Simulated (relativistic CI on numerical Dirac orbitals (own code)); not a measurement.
# Sc2+ in a cubic cluster: 1s photoemission with charge transfer

Computed with a charge-transfer multiplet model of a cubic metal-ligand cluster with up to 2 ligand holes, Slater and spin-orbit integrals from Dirac-Coulomb-Breit ions, Slater integrals scaled by 0.9. The ground state mixes d1 with configurations of k ligand holes L, whose averages lie at kΔ + k(k − 1)U_dd/2; a core hole lowers each added d electron by U_cd. 300 K, Lorentzian 1.1 eV and Gaussian 0.6 eV FWHM.

Atomic integrals in eV (Slater integrals scaled, ζ unscaled), ground: F2dd 5.299, F4dd 3.246, zeta_d 0.008; with the core hole: F2dd 5.299, F4dd 3.246, zeta_d 0.018, G2cd 0.032. Where a configuration has fewer than two d electrons, the dd integrals are those of d2.

Cluster parameters (eV): Δ = 5.4, U_dd = 4.8, 10Dq = 0.9, 10Dq(ligand) = 0.7, V(eg) = 2.85, V(t2g) = -1.44, final-state hopping factor = 0.9.

```
         Case   n_d    d1   d2L  d3L2     S
U_cd = 3.8 eV  1.53  0.54  0.40  0.06  0.50
U_cd = 4.4 eV  1.53  0.54  0.40  0.06  0.50
  U_cd = 5 eV  1.53  0.54  0.40  0.06  0.50
U_cd = 5.6 eV  1.53  0.54  0.40  0.06  0.50
U_cd = 7.4 eV  1.53  0.54  0.40  0.06  0.50
```

Weights, n_d and S are thermal averages at 300 K. Binding energies count from the first peak over 30 % of the highest in each spectrum, which can be another peak from case to case. The parameters are a model scan and need not match a compound or its usual spin state. Peaks in eV (height, largest 100):
- U_cd = 3.8 eV: 0.0 (100)
- U_cd = 4.4 eV: 0.0 (100), 10.1 (6)
- U_cd = 5 eV: 0.0 (100), 10.1 (8)
- U_cd = 5.6 eV: 0.0 (100), 10.3 (11)
- U_cd = 7.4 eV: 0.0 (100), 10.8 (18)

For the case U_cd = 5.6 eV, Δ = 5.4 eV is larger than U_dd = 4.8 eV, the Mott-Hubbard side of the Zaanen-Sawatzky-Allen scheme. With the core hole the configuration with one ligand hole lies at Δ − U_cd = 1.6, 1.0, 0.4, -0.2, -2.0 eV from the one without, in the order of the table; where this is negative the screened configuration lies lower, though the effective hopping of about 5.7 eV (from the holes of the mixed ground state) mixes the two strongly wherever it is as large as the gap.
